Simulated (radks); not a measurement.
Q: Isoelectronic series with 22 electrons, all held in the configuration [Ar] 3d2 4s2, which need not be the ground one along the series. All-electron calculation, scalar-relativistic Kohn-Sham, PBE, spin-unpolarised, spherical densities, finite nucleus; Fermi nuclear charge, rms radius of each element as measured or else 0.836 A^(1/3) + 0.57 fm. Program: a radial shooting solver on a logarithmic mesh with Libxc functionals. Total energies (hartree) and mean radii <r> (bohr):

ion,E (hartree),3d,4s
Ti,-853.56264,1.617,3.514
Mn3+,-1155.06211,0.9358,2.174
Ni6+,-1505.69954,0.7082,1.641
Ga9+,-1905.72703,0.5777,1.332
Se12+,-2355.60040,0.4904,1.126
Rb15+,-2855.88623,0.4270,0.9771
Zr18+,-3407.24265,0.3787,0.8634
Tc21+,-4010.41510,0.3403,0.7734
Pd24+,-4666.24290,0.3092,0.7003
In27+,-5375.66054,0.2833,0.6396
Te30+,-6139.69822,0.2615,0.5882
Cs33+,-6959.5084,0.2427,0.5442
Ce36+,-7836.3498,0.2265,0.5060
Gd42+,-9766.8123,0.1997,0.4428
Ho45+,-10823.7080,0.1885,0.4163

Estimate the row of Pm39+.

A: E (hartree) -8771.6153; 3d 0.2123; 4s 0.4725.
